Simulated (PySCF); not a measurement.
# ZrI₃, doublet: data card

These are results of PySCF, UB3LYP, basis Zr def2-TZVP with ECP28, I def2-TZVP with ECP28 (scalar-relativistic core potentials, no spin–orbit coupling, density fitting), not measurements.

The structure is a minimum.

```xyz
4
charge 0 multiplicity 2, angstrom
Zr    0.0000    0.0000    0.0000
I     2.7108    0.0000    0.0000
I    -1.3554    2.3476    0.0000
I    -1.3554   -2.3476    0.0000
```

```
Point group                                                                   : D3h
Bond lengths                                                                  : Zr–I 2.711 Å (×3)
Bond angles                                                                   : I–Zr–I 120.0° (×3)
Lowest empty level (α)                                                        : -3.11 eV
Rotational constants                                                          : 0.01205, 0.01205, 0.006026 cm⁻¹
Enthalpy at 298.15 K above 0 K                                                : 20.75 kJ/mol
Atomisation energy without zero-point energy                                  : 1076 kJ/mol
Entropy at 298.15 K and 1 bar (electronic part: spin only)                    : 406.6 J/(mol K)
Dipole moment                                                                 : 0.00 D
Spin squared ⟨S²⟩                                                             : 0.754
Zero-point energy                                                             : 4.8 kJ/mol
Rotational symmetry number                                                    : 6
Principal polarisabilities                                                    : 107.9, 175.5, 175.5 bohr³
Heat capacity Cp at 298.15 K                                                  : 80.7 J/(mol K)
Highest occupied level (α)                                                    : -5.98 eV
Principal quadrupole moments (Buckingham, traceless) about the centre of mass : -1.35, -1.35, 2.70 D Å
```

Harmonic modes (masses in u: Zr 89.905, I 126.904):
```tsv
symmetry	ω (cm⁻¹)	IR (km/mol, summed over degenerate members)
e'	43	0.0
a2''	48	2.1
a1'	152	0.0
e'	258	112
```

In D3h the vibrations span 2e' + a2'' + a1'. The a1' mode carries no infrared intensity, as symmetry demands.

Charges (e):
```
  atom  Mulliken  Löwdin  polar tensor  spin (Mulliken)  Mayer order to Zr1
   Zr1      0.90   -0.58          1.41             1.10                   –
I2,3,4     -0.30    0.19         -0.47            -0.03                1.18
```

Mulliken populations on Zr1 (electrons outside its core potential): s 2.51, p 6.31, d 2.24, f 0.03.

Formally Zr is in oxidation state +3, d1, with 1 unpaired electron. The Mulliken spin on Zr is 1.10. The polar-tensor charge on Zr, 1.41, is far below the formal one.

Only a few start shapes were tried, so a lower isomer may exist. Open d and f shells are described by one determinant, and the ground state may have another occupation or spin. No spin–orbit coupling is included, which matters more the heavier the element.

The final relaxation and frequency run took 2.9 min on 4 threads of a shared Intel Xeon Platinum 8375C @ 2.90GHz (Ice Lake) host, with 190 basis functions and 9 gradients; the process peaked at 2 GiB.
